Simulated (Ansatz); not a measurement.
Start from `C[CH]1[GeH2][B]1F` and change one atom or group to get `F[B]1[CH2][GeH2]1`.

Ansatz, PBE0-D4/def2-TZVP geometries, multiplicity 1. 

Scalar relativity is left out up to krypton.

| property | `C[CH]1[GeH2][B]1F` |
| --- | --- |
| ideal-gas entropy at 298 K and 1 bar (rigid rotor, harmonic PBE0-D4/def2-TZVP) / J/(mol·K) | 348 |
| zero-point energy (PBE0-D4/def2-TZVP) / kJ/mol | 198.6 |
| LUMO energy (B3LYP/def2-TZVPP) / eV | -1.34 |
| LUMO energy (ωB97M-V/def2-TZVPP) / eV | 0.74 |
| size of the dipole moment (PBE/def2-TZVPP) / D | 1.43 |
| size of the dipole moment (ωB97M-V/def2-TZVPP) / D | 1.45 |

(1) Give the same properties after the change, and the shifts. (An estimate is asked.)

Answers

(1) Ansatz gave: 
```tsv
property	`F[B]1[CH2][GeH2]1`	shift
ideal-gas entropy at 298 K and 1 bar (rigid rotor, harmonic PBE0-D4/def2-TZVP) / J/(mol·K)	312	-36
zero-point energy (PBE0-D4/def2-TZVP) / kJ/mol	123.2	-75.4
LUMO energy (B3LYP/def2-TZVPP) / eV	-1.46	-0.12
LUMO energy (ωB97M-V/def2-TZVPP) / eV	0.66	-0.08
size of the dipole moment (PBE/def2-TZVPP) / D	1.21	-0.22
size of the dipole moment (ωB97M-V/def2-TZVPP) / D	1.29	-0.16
```

With PBE0 the HOMO falls by 0.21 eV and the LUMO falls by 0.13 eV, so the gap widens by about 0.08 eV. PBE moves the HOMO by -0.16 eV and ωB97M-V by -0.24 eV. The zero-point energy changes by -75.4 kJ/mol with -9 modes. Dipoles are sizes alone; their direction can turn.

B3LYP here is the variant with VWN-RPA as its local correlation; programs differ in this.
